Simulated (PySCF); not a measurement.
A calculated (LC-wPBE, PySCF 2.14, aug-cc-pwCVTZ-DK, scalar relativity by spin-free X2C-1e) atom or ion has these occupied shells.

```tsv
shell	electrons	orbital energy (eV)	rms radius, mean of both spins (bohr)
1s α	1	-5894.0	0.0734
1s β	1	-5894.0	0.0734
2s α	1	-684.90	0.318
2s β	1	-683.45	0.318
2p α	3	-578.12	0.288
2p β	3	-576.99	0.288
3s α	1	-93.204	0.967
3s β	1	-89.170	0.967
3p α	3	-64.274	1.04
3p β	3	-59.857	1.04
3d α	4	-19.998	1.42
4s α	1	-14.930	3.10
```

Question: Name the element and its charge.

Answer: Cr⁺ (chromium, charge +1), in [Ar] 3d4 4s1, high-spin 6D determinant (an excited configuration).
